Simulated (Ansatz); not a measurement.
BrCl, charge +1, doublet, at a GFN2-xTB geometry (a state made from the parent by changing its charge; the spin is typed, not shown lowest); B3LYP/STO-3G (Ansatz, a quantum-chemistry and plane-wave program).

Ansatz was given this input:
Ansatz 0.2 input:
```yaml
crystal:
  periodic: [false, false, false]
  atoms:
    - {symbol: Cl, position_ang: [-0.00000000, -0.00000000, -1.39352932]}
    - {symbol: Br, position_ang: [0.00000000, 0.00000000, 0.67685710]}
basis:
  gaussian:
    orbitals: STO-3G
hamiltonian:
  xc: b3lyp
total_charge: 1
magnetization: {spin_polarized: true, initial_magnetization: 1}
```

The log (banner, timings and long lists left out):

```
Functional definition: B3LYP
268 factors; integrals over basis functions are off by at most 1.3e-5 eV
mean field evaluation 1: about -81654.2713 eV, gradient 1.1e1 eV
mean field evaluation 2: about -81649.9195 eV, gradient 2.2e1 eV
mean field evaluation 4: about -81655.8046 eV, gradient 8.8e-2 eV
mean field evaluation 8: about -81655.8069 eV, gradient 1.2e-3 eV
mean field evaluation 16: about -81655.8069 eV, gradient 7.1e-3 eV
mean field -81655.80694166 eV, -3000.7955568123 hartree, gradient 2.0e-5 eV, S^2 0.750160; 1 other end points of the search recorded, 0 dependent functions left out
reference -81655.80704864 eV, -3000.7955607434 hartree; 26, 25 occupied and 1, 2 virtual orbitals, 268 factors
Total energy: -81655.80704864 eV, -3000.7955607434 hartree
```
